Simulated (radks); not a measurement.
Numerical settings for neutral phosphorus, [Ne] 3s2 3p3. Method: non-relativistic Kohn-Sham, LDA (Slater exchange, Perdew-Wang correlation), spin-unpolarised, spherical densities, point nucleus; computed with a radial shooting solver on a logarithmic mesh with Libxc functionals. The defaults (mesh step 0.008 in ln r, mesh end at 40 bohr or more with all orbitals vanishing there, Anderson mixing 0.5 over 9 steps, residual threshold near 1e-9 with the energy settled to 1e-9 hartree or 1e-11 of itself, here a cap of 90 iterations) give E = -339.9412 hartree and 3p at -5.607 eV in 13 iterations. Run on one thread of a shared host, so times are rough (Arm Neoverse N1): 0.07 s of CPU time, 0.07 s wall, 13 iterations on 2597 mesh points. Changes against that run (0 stands for a change within the tolerance of the run):

setting                     iterations         converged  E (mhartree)  e(3p) (meV)  CPU (s)
mesh step in ln r 0.03              13               yes             0            0     0.03
mesh step in ln r 0.2                4                no      diverged            -     0.01
mesh step in ln r 0.08              13               yes       +0.0106            0     0.02
mesh end (bohr) 2                   13  level above zero      +7.4e+03    +6.45e+04     0.05
mesh end (bohr) 400                 13               yes             0            0     0.08
residual threshold 1e-16            90                no             0            0      0.3
residual threshold 1e-13            19               yes             0            0      0.1
mixing 0.2                          14               yes             0            0     0.08
linear mixing, mixing 0.05          90                no      +0.00254        -37.4     0.37
linear mixing, mixing 0.2           87               yes             0            0     0.33
mixing history 20                   18               yes             0            0      0.1
iteration cap 8                      8                no             0      +0.0248     0.04

Settled on a wrong energy, with an occupied level pushed above zero by the early mesh end: mesh end (bohr) 2 (+7.4 hartree). Apart from these: no run marked as converged misses the energy by more than 1 mhartree. A mesh that ends early acts as a hard wall.
